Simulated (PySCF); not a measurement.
Isomers of C4H2F4O, one GFN2-xTB conformer each. Single-point energies are computed at PBE0/pcSseg-1 (PySCF, gas phase, no added dispersion term), electronic only.

Question: Rank them by PBE0/pcSseg-1 energy, lowest first (kcal/mol).
A. `[F:1][C:2]([F:3])([F:4])[O:5][C:6]1([F:7])[CH:8]=[CH:9]1` with C2–O5–C6–F7 -84°
B. `[O:1]=[C:2]([F:3])/[CH:4]=[CH:5]\[C:6]([F:7])([F:8])[F:9]` with O1–C2–C4–C5 0°

Answer: B (0.0), A (44.3).

As drawn, the lower has a C=O bond, which the higher lacks; the higher has a three-membered ring, which the lower lacks. GFN2-xTB itself gives, in the same order: 0.0, 24.1. Both levels put the same isomer lowest.

Question: Which frontier levels, dipoles and rotational constants go with these structures?

Answer: 
```
             SMILES  HOMO (eV, PBE0/pcSseg-1)  LUMO (eV)  dipole (D)      A, B, C (MHz)
O=C(F)/C=C\C(F)(F)F                     -9.47      -2.94        3.92  3701, 1009, 921.4
 FC(F)(F)OC1(F)C=C1                     -9.01      -0.97        3.36   3110, 1294, 1160
```
